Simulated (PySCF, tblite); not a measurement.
Compound: C5H7P3S2.
Structure used (GFN2-xTB), in Å, numbered top down from 1:
```
atom  x, y, z in Å
C1     4.1707    0.5946    0.1057
S2     2.7824    1.6012    0.6988
C3     1.3752    0.5775    0.3976
P4     1.6395   -0.9966   -0.3299
C5     0.0595   -1.6709   -0.4749
P6    -1.5610   -1.2080   -0.1104
C7    -1.4081    0.3895    0.5977
S8    -2.8801    1.2148    1.1183
C9    -4.1956    0.0329    0.7121
P10   -0.0494    1.4381    0.9346
H11    4.0433    0.3813   -0.9526
H12    5.0630    1.1919    0.2652
H13    4.2251   -0.3271    0.6795
H14    0.0954   -2.6630   -0.9244
H15   -4.0498   -0.8850    1.2760
H16   -5.1262    0.5103    1.0024
H17   -4.1908   -0.1694   -0.3560
```

The calculation used PBE0/pcSseg-1 in PySCF (dipole) on a GFN2-xTB geometry, gas phase.

Take the most abundant isotopes and a rigid rotor. The values belong to one conformer with, in the numbering `[CH3:1][S:2][c:3]1[p:4][cH:5][p:6][c:7]([S:8][CH3:9])[p:10]1`, C1–S2–C3–P4 0°, P6–C7–S8–C9 0°.

(1) What are A, B and C (GHz)?

(2) Classify the top.

(3) What does the inertial defect say?

(4) Where do the levels up to J = 3 lie, in K?

(5) Which lines would a microwave search look for?

## Answers

(1) Ia = 362.80, Ib = 1274.24, Ic = 1630.57 u·Å²; 505379 MHz·u·Å²/I gives 1393, 396.6 and 309.9 MHz, that is A = 1.3930, B = 0.3966, C = 0.3099 GHz.

(2) An asymmetric top: κ = (2 × 396.6 − 1393 − 309.9)/(1393 − 309.9) = -0.84.

(3) Not planar: Δ = Ic − Ia − Ib = -6.46 u·Å². For a rigid frame Δ = −2 Σ m c², so Σ m c² = 3.23 u·Å² lies off the ab plane: 3.22 from hydrogen and 0.01 from heavier atoms. The atom farthest from that plane is 0.90 Å away.

(4) Above 0(0,0), as E/k:
J = 1: 1(0,1) 0.034, 1(1,1) 0.082, 1(1,0) 0.086
J = 2: 2(0,2) 0.101, 2(1,2) 0.145, 2(1,1) 0.158, 2(2,1) 0.301, 2(2,0) 0.302
J = 3: 3(0,3) 0.202, 3(1,3) 0.241, 3(1,2) 0.266, 3(2,2) 0.403, 3(2,1) 0.404, 3(3,1) 0.653, 3(3,0) 0.653
The levels of one J sum to (2J + 1)J(J + 1)(A + B + C)/3.

(5) The dipole components are |μa| = 0.00 D, |μb| = 1.59 D, |μc| = 0.00 D; the symmetry axis of this C2v structure is b, so μa and μc vanish by symmetry and there are no a-type or c-type lines. Some lines, for components of 0.1 D or more:

```json
{"type": "b", "branch": "Q", "J(Ka,Kc)": "2(1,1) ← 2(0,2)", "MHz": "1175", "lower level (cm⁻¹)": "0.071"}
{"type": "b", "branch": "Q", "J(Ka,Kc)": "4(1,3) ← 4(0,4)", "MHz": "1538", "lower level (cm⁻¹)": "0.233"}
{"type": "b", "branch": "Q", "J(Ka,Kc)": "5(1,4) ← 5(0,5)", "MHz": "1831", "lower level (cm⁻¹)": "0.347"}
{"type": "b", "branch": "R", "J(Ka,Kc)": "2(1,2) ← 1(0,1)", "MHz": "2323", "lower level (cm⁻¹)": "0.024"}
{"type": "b", "branch": "Q", "J(Ka,Kc)": "4(2,2) ← 4(1,3)", "MHz": "2776", "lower level (cm⁻¹)": "0.284"}
{"type": "b", "branch": "Q", "J(Ka,Kc)": "2(2,0) ← 2(1,1)", "MHz": "2995", "lower level (cm⁻¹)": "0.110"}
{"type": "b", "branch": "R", "J(Ka,Kc)": "4(1,4) ← 3(0,3)", "MHz": "3446", "lower level (cm⁻¹)": "0.141"}
{"type": "b", "branch": "Q", "J(Ka,Kc)": "4(2,3) ← 4(1,4)", "MHz": "3562", "lower level (cm⁻¹)": "0.255"}
{"type": "b", "branch": "R", "J(Ka,Kc)": "5(1,5) ← 4(0,4)", "MHz": "3967", "lower level (cm⁻¹)": "0.233"}
{"type": "b", "branch": "R", "J(Ka,Kc)": "4(2,2) ← 3(1,3)", "MHz": "6284", "lower level (cm⁻¹)": "0.167"}
{"type": "b", "branch": "Q", "J(Ka,Kc)": "5(4,2) ← 5(3,3)", "MHz": "7264", "lower level (cm⁻¹)": "0.667"}
{"type": "b", "branch": "R", "J(Ka,Kc)": "5(2,3) ← 4(1,4)", "MHz": "7265", "lower level (cm⁻¹)": "0.255"}
{"type": "b", "branch": "Q", "J(Ka,Kc)": "4(4,0) ← 4(3,1)", "MHz": "7267", "lower level (cm⁻¹)": "0.548"}
{"type": "b", "branch": "Q", "J(Ka,Kc)": "4(4,1) ← 4(3,2)", "MHz": "7269", "lower level (cm⁻¹)": "0.548"}
{"type": "b", "branch": "R", "J(Ka,Kc)": "3(3,1) ← 2(2,0)", "MHz": "7316", "lower level (cm⁻¹)": "0.210"}
{"type": "b", "branch": "R", "J(Ka,Kc)": "4(3,1) ← 3(2,2)", "MHz": "8040", "lower level (cm⁻¹)": "0.280"}
{"type": "b", "branch": "R", "J(Ka,Kc)": "5(3,3) ← 4(2,2)", "MHz": "8686", "lower level (cm⁻¹)": "0.377"}
{"type": "b", "branch": "R", "J(Ka,Kc)": "4(4,0) ← 3(3,1)", "MHz": "10105", "lower level (cm⁻¹)": "0.454"}
{"type": "b", "branch": "R", "J(Ka,Kc)": "5(4,2) ← 4(3,1)", "MHz": "10812", "lower level (cm⁻¹)": "0.548"}
{"type": "b", "branch": "R", "J(Ka,Kc)": "5(4,1) ← 4(3,2)", "MHz": "10814", "lower level (cm⁻¹)": "0.548"}
{"type": "b", "branch": "R", "J(Ka,Kc)": "5(5,0) ← 4(4,1)", "MHz": "12891", "lower level (cm⁻¹)": "0.791"}
```

Its GFN2-xTB frequencies are all real (lowest 42 cm⁻¹). These are rigid-rotor constants of the computed structure; measured ground-state constants (B0) also hold zero-point vibration. A rigid rotor knows nothing of internal rotation, which can split or shift real lines.

On Arm Neoverse V1, one thread, on a shared host, this took 82 s wall and 1.1 GiB of memory at its peak. This is the PBE0/pcSseg-1 job that gave the dipole, with the shieldings it also computed.
